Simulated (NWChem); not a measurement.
# CH₅BiO₂; SMILES [CH3][Bi]([OH])[OH]

```xyz
9

Bi     0.0986     0.0007     0.2780
C     -2.0448    -0.0117    -0.4856
H     -2.5713     0.8879    -0.1343
H     -2.5663    -0.9092    -0.1218
H     -2.0393    -0.0193    -1.5863
O      0.6735     1.6165    -0.9268
H      0.1693     1.6409    -1.7494
O      0.6909    -1.6094    -0.9260
H      0.1788    -1.6461    -1.7433
```
Atoms are numbered in this order, from 1.

Structure relaxed at the PBE0/def2-SVP level. No frequency run checked for a minimum. def2 effective core potentials on Bi; no spin-orbit coupling.

**Question.** List the 4 lowest vertical singlet excitations from PBE/def2-SVPD with def2 effective core potentials on Bi, TDA (NWChem).

**Answer.** 
```json
[
 {"state": "S1", "energy (eV)": "5.05", "oscillator strength": "0.000", "leading excitation (squared amplitude)": "HOMO → LUMO (0.97)"},
 {"state": "S2", "energy (eV)": "5.17", "oscillator strength": "0.003", "leading excitation (squared amplitude)": "HOMO → LUMO+1 (0.83)"},
 {"state": "S3", "energy (eV)": "5.29", "oscillator strength": "0.002", "leading excitation (squared amplitude)": "HOMO−1 → LUMO+1 (0.97)"},
 {"state": "S4", "energy (eV)": "5.43", "oscillator strength": "0.004", "leading excitation (squared amplitude)": "HOMO−1 → LUMO (0.67)"}
]
```
